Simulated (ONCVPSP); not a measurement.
## gallium, ONCV: configuration errors across variants

gallium, optimised norm-conserving Vanderbilt (ONCV), made with ONCVPSP 4.0.1 (PBE, scalar-relativistic). Core [Ne], reference 3s2 3p6 3d10 4s2 4p1. Waves: 3s+4s: rc 0.85 bohr, ncon 4, nbas 8, qcut 12.9 1/bohr, 2 projectors; 3p+4p: rc 1.20 bohr, ncon 3, nbas 6, qcut 9.4 1/bohr, 2 projectors; 3d: rc 0.70 bohr, ncon 3, nbas 7, qcut 16.1 1/bohr, local. Local part: the d channel. Core correction: none.

All-electron excitation energies from the reference (eV): (1) 3s2 3p6 3d10 4s2 4p0 5.688; (2) 3s2 3p6 3d10 4s1 4p0 26.817; (3) 3s1 3p6 3d10 4s2 4p1 157.691.

1 further variants failed, have other tests or too few solved ones, and are left out.

A true bound ghost makes a file unfit for plane-wave use even where its test errors are small: the radial tests pick states by their node count and pass the ghost by.

Errors AE − PS in meV (a dash: test not solved or not reliable):

```
    change   (1)   (2)   (3)  bound ghosts  GHOST(+) flags above zero
      base  -0.4  -1.5   -72             s                       none
 s: rc 0.7  -0.4  -1.5   -53             s                       none
s: rc 0.78  -0.4  -1.5   -65             s                       none
s: rc 0.94  -0.4  -1.5   -86          none                          s
s: rc 1.06  -0.4  -1.6  -112          none                          s
s: rc 1.12  -0.4  -1.6  -129          none                          s
s: rc 1.22  -0.4  -1.7  -164          none                          s
```

Q: Give the same row for: s: rc 0.88.

A: -0.4, -1.5, -76; bound ghosts: none; GHOST(+) flags above zero: s.
